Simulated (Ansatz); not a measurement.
The cluster Mg3Zn⁺, relaxed as a doublet with UKS PBE/def2-TZVP in Ansatz, starting from the GFN1-xTB geometry. Force threshold 0.02 eV/Å.

The relaxation made no stability test and no search for a lower SCF solution. The structure comes from a short search, and lower isomers may exist.

Start:

Cartesian coordinates in Å:
```
Mg -0.323 -0.554 -1.780
Mg 1.282 0.919 1.042
Mg -1.366 1.270 0.110
Zn 0.407 -1.635 0.628
```

Question: Estimate the energy that the relaxation releases and the steps that it takes.

Answer: 2.5 kcal/mol, in 5 steps; 10 s on 4 threads of Arm Neoverse V1 on a shared host. No frequencies were taken in this run, so the end may be a saddle point.

Question: Does the start keep its bonding and symmetry?

Answer: By distances, no bond broke or formed. The bond that changes most is Mg1–Mg3, from 2.83 to 3.02 Å (atoms count from 1). Point group Cs at the start, Cs at the end, both within 0.05 Å.

Question: Predict the relaxed structure.

Answer: 
```xyz
4

Mg   -0.452   -0.711   -2.049
Mg    1.455    1.044    1.304
Mg   -1.333    1.168    0.147
Zn    0.329   -1.500    0.599
```
Bond lengths (bridged metal pairs left out): 2 × Mg–Mg 3.02 Å; 2 × Mg–Zn 2.87 Å.
